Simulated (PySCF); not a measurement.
PySCF input file for GaCl, SMILES [Cl][Ga] (connectivity only; charge and spin as stated), neutral, multiplicity 1, PBE-D3(BJ)/def2-TZVP. Geometry: PBE-D3(BJ)/def2-TZVP.

```python
import numpy as np
from pyscf import gto, scf, dft, df
from pyscf.hessian import thermo

mol = gto.M(
    atom='''
    Ga    0.00000000    0.00000000   -0.79155464
    Cl    0.00000000    0.00000000    1.44342316
    ''',
    basis='def2-TZVP',
    charge=0,
    spin=0,
    max_memory=1600,
    verbose=3,
)
mf = dft.RKS(mol, xc='pbe').density_fit(auxbasis='def2-universal-jkfit')
mf.disp = 'd3bj'
mf.grids.level = 3
mf.conv_tol = 1e-11
mf.max_cycle = 100
mf.kernel()

# [left out here: the lines that compute and print the analytic Hessian (its translational invariance restored by hand, since the grid's response is missing), thermochemistry and intensities]
```

Output:

```
converged SCF energy = -2384.65738744522

WARN: DFTD3 does not support analytical Hessian, using finite difference


WARN: Mole.unit (angstrom) is changed to Bohr

Mode                                 0
Irrep
Freq [cm^-1]                      351.8279
Reduced mass [au]                  42.4900
Force const [Dyne/A]                3.0988
Char temp [K]                     506.2021
Normal mode                   x     y     z
       0  Ga                 0.00  0.00 -0.07
       1  Cl                 0.00  0.00  0.14
temperature 298.1500 [K]
pressure 101325.00 [Pa]
Rotational constants [GHz] inf 4.30509 4.30509
Symmetry number 1
Zero-point energy (ZPE) 0.00080 [Eh]   2104.398 [J/mol]
                           tot       elec      trans        rot        vib
Entropy [J/mol/K]       240.452      0.000    166.809     68.798      4.845
Cv [J/mol/K]             27.361      0.000     12.472      8.314      6.575
Cp [J/mol/K]             35.676      0.000     20.786      8.314      6.575
Internal energy [J/mol]                      3718.434   2478.956   3047.658
Internal energy [Eh]   -2384.65387  -2384.65739
Enthalpy [J/mol]                             6197.391   2478.956   3047.658
Enthalpy [Eh]          -2384.65292
Gibbs free energy [J/mol]                  -43536.744 -18033.190   1603.106
Gibbs free energy [Eh] -2384.68023
static polarisability / bohr^3: [[36.482 -0.     0.   ]
 [-0.    36.482  0.   ]
 [ 0.     0.    61.275]]
largest difference of analytic and finite-field dipole derivatives / e: 0.001361260257713992
mode   freq/cm-1   IR/(km/mol)   Raman/(A^4/amu)   depolarisation
   1      351.83        81.360            11.453            0.494
max |gradient| / (hartree/bohr): 3.3638117541773907e-06
APT charges: [ 0.6122 -0.6122]
```

Self-consistency was reached.
